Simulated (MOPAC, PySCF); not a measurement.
H₄AlN, SMILES `[NH2][AlH2]` (H–N–Al–H torsion 180°), neutral singlet in the gas phase. 

Z-matrix (Å, degrees):
```
Al
N 1 1.7678
H 2 1.0085 1 125.03
H 2 1.0085 3 109.91 1 -180.00
H 1 1.5822 2 117.76 3 -0.07
H 1 1.5822 5 124.48 2 -180.00
```
Charge 0, spin multiplicity 1.

All levels are single points at this geometry (r2SCAN-D4/def2-TZVP); Pople sets use spherical d functions. Orbital energies aren't observables, and empty levels follow the basis.

M06-2X/6-31G* in PySCF gives dipole (D) = 1.38.

Estimate the dipole (D) from each of these levels: r2SCAN-D4/def2-TZVP in PySCF; B3LYP/3-21G in PySCF; B3LYP/LANL2DZ in PySCF; HF/3-21G in PySCF; AM1 in MOPAC.


| level | dipole (D) |
|---|---|
| r2SCAN-D4/def2-TZVP in PySCF | 1.36 |
| B3LYP/3-21G in PySCF | 1.91 |
| B3LYP/LANL2DZ in PySCF | 1.36 |
| HF/3-21G in PySCF | 1.34 |
| AM1 in MOPAC | 1.75 |
